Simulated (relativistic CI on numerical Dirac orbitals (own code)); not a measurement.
**A ladder of approximations for the levels of Mg⁵⁺**

Calculated with a relativistic CI code on KLI orbitals (one set per configuration, finite nucleus), adding one ingredient at a time: step 1, Dirac-Coulomb, each configuration alone; step 2, with Breit and QED terms; step 3, with configuration mixing; step 4, with scaled Slater integrals (0.9); step 5, with a P86 correlation estimate; step 6, tied to the ionisation limit. P86 is a density functional for the correlation energy, evaluated here for each configuration and added to its levels. Step 6 is semi-empirical: configurations made of the next ion and one excited electron move by -4728 cm⁻¹, so that their limit matches the tabulated ionisation energy, and those with a non-penetrating f or g electron also take the P86 value of the least penetrating other one.

CI space (outside the closed core 1s2): 2s2 2p3, 2s 2p4, 2p5, 2s2 2p2 3s, 2s2 2p2 3d, 2s 2p3 3s, 2s2 2p2 4s, 2s 2p3 3p, 2s2 2p2 4d, 2s 2p3 3d, 2s2 2p2 5s, 2s 2p3 4s, 2s2 2p2 5d, 2s2 2p2 3p, 2p4 3s, 2p4 3p.

Computed minus measured energy above the ground level, in cm⁻¹, for 19 of the 55 excited levels that pair in every step (one J of a term; a digit in brackets numbers repeated terms):

```csv
Configuration,Term,J,Measured,Step 1,Step 2,Step 3,Step 4,Step 5,Step 6
2s2 2p3,2D°,5/2,55356,3523,3410,4311,-1541,-1548,-1547
2s2 2p3,2P°,1/2,83920,14183,14278,2136,-5154,-5109,-5109
2s 2p4,4P,5/2,247948,186,2,986,3488,5065,5055
2s 2p4,2D,5/2,341751,11463,11233,10884,3337,4920,4900
2p5,2P°,3/2,651867,13203,12953,22865,15296,18291,18292
2s2 2p2 3s,4P,1/2,893940,3217,3247,-4738,-6396,-329,-4960
2s2 2p2 3s,2P,1/2,908410,3640,3641,-2812,-6223,-166,-4810
2s2 2p2 3d,4D,1/2,1045620,-3134,-3245,235,-3571,2736,-1962
2s2 2p2 3d,4P,3/2,1047990,2346,2027,5691,1209,7520,2842
2s 2p3 3s,2P°,1/2,1192330,-1288,-1535,2554,-6098,1567,1522
2s2 2p2 4s,4P,5/2,1196740,-658,-1008,-1482,-5020,2347,-1918
2s 2p3 3p,2F,7/2,1223280,-24163,-24689,-19107,-22458,-14329,-14388
2s2 2p2 4d,4D,1/2,1249500,-2315,-2419,2374,-1931,4730,71
2s2 2p2 4d,4P,5/2,1252240,-1065,-1341,4427,-625,6110,2124
2s 2p3 3d,4P°,5/2,1282030,-4677,-5172,-973,-4477,3525,3521
2s 2p3 3d,4S°,3/2,1287890,-4219,-4697,2778,-2258,5722,5717
2s2 2p2 5s,4P,3/2,1317700,-1900,-2005,2092,-3658,4066,211
2s 2p3 4s,4S°,3/2,1323610,-21825,-22257,-16398,-7571,1405,1400
2s2 2p2 5d,2F,5/2,1345510,-1346,-1465,3855,-764,6486,1772
```

Mean absolute errors in cm⁻¹, over all paired levels and for the first 12 configurations:

```tsv
Configuration, levels	Step 1	Step 2	Step 3	Step 4	Step 5	Step 6
all, 55	6229	6213	6708	4361	5720	4312
2s2 2p3, 4	8833	8856	3221	3346	3327	3326
2s 2p4, 8	8834	8671	9035	3093	4279	4267
2p5, 2	13313	12971	22851	15288	18282	18283
2s2 2p2 3s, 6	6820	6724	4406	7784	1707	6321
2s2 2p2 3d, 13	4635	4375	6959	1622	6919	2531
2s 2p3 3s, 2	1394	1667	2423	6226	1439	1393
2s2 2p2 4s, 1	658	1008	1482	5020	2347	1918
2s 2p3 3p, 2	24420	24870	19300	22652	14523	14582
2s2 2p2 4d, 7	979	1041	4827	825	6561	2166
2s 2p3 3d, 5	4517	4791	2710	3684	5500	5497
2s2 2p2 5s, 2	1414	1650	2380	3635	4122	435
2s 2p3 4s, 1	21825	22257	16398	7571	1405	1400
```

Measured levels: NIST levels in Kelleher and Podobedova, J. Phys. Chem. Ref. Data 37, 267 (2008).

The mean absolute error is lowest at step 6 (4312 cm⁻¹), and the largest single drop is from step 3 to 4 (6708 to 4361). Terms of the ground configuration are off by 8833 at first, 3221 with mixing and 3346 after scaling, which overcorrects here, since the mixing already narrows the term splittings. Mixing lowers the ground level by 4350; relative to it the configurations that move most are 2s2 2p2 3s by -11130, 2p5 by +9880, 2s 2p3 4s by +5860. Configurations whose own partners of that kind are not in the list rise by much of that lowering, so a short list can trade one imbalance for another. The P86 estimate moves 2s 2p3 4s by +8976, 2s 2p3 3p by +8129, 2s 2p3 3d by +7996, and takes the mean absolute error of the excited configurations from 4440 to 5908; it overshoots. Step 6 takes that error from 5908 to 4389; the error more than halves for 2s2 2p2 3d, 2s2 2p2 4d, 2s2 2p2 5s, 2s2 2p2 5d; it grows for 2s2 2p2 3s. The shift fits the limit, so it does little for low levels whose errors differ from those near the limit.
